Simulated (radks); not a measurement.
The numbers below are computed, except where a source is named.
Initial-state core-level shifts of the phosphorus ion P2+ when its valence configuration changes from [Ne] 3s2 3p1. Level of theory: non-relativistic Kohn-Sham, r2SCAN, spin-polarised, spherical densities, point nucleus; open shells are filled with parallel spins first; meta-GGA in the generalised Kohn-Sham scheme (a radial shooting solver on a logarithmic mesh with Libxc functionals). Shifts are changes of the shell-averaged eigenvalues in eV (positive: less bound); the change of the density at the nucleus, which sets a Mossbauer isomer shift, is in e/bohr^3, on a base of 2191.

valence          1s      2s      2p  density at nucleus
3s1 3p2      -0.676  -0.760  -0.722             -7.4888
3p3          -2.133  -2.164  -2.122            -15.2748
3s1.5 3p1.5  -0.471  -0.490  -0.480             -3.7743
